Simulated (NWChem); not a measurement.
System: ZnSiH3Br; SMILES [SiH3][Zn][Br]

The following NWChem deck was run.

```
start job
memory heap 200 mb stack 900 mb global 1100 mb
geometry units angstroms noautosym nocenter noautoz
  Zn    -0.009444    -0.495387    -0.000309
  Br     0.027353     1.760434     0.000515
  Si    -0.048071    -2.854338    -0.000555
  H     -0.067185    -3.388875    -1.398547
  H     -1.262295    -3.369130     0.707304
  H      1.158727    -3.409244     0.689538
end
basis spherical
  * library def2-tzvp
end
dft
  xc hfexch
  iterations 150
end
property
  efieldgrad
end
task dft property
```

All runs use the structure optimised with PBE0/def2-SVP.

Vzz is the largest principal value of the second derivative of the potential at the nucleus (NWChem prints the opposite sign); η is the asymmetry. Non-relativistic.

Atoms are numbered as in the input.

**Question.** Predict the main results of this run. (Hartree-Fock/def2-TZVP.) Quantities: Vzz Zn1 (a.u.); η Zn1; Vzz Br2 (a.u.); η Br2.

**Answer.** 
```
Quantity        Result
--------------  ------
Vzz Zn1 (a.u.)  -2.563
η Zn1             0.00
Vzz Br2 (a.u.)   2.273
η Br2             0.00
```
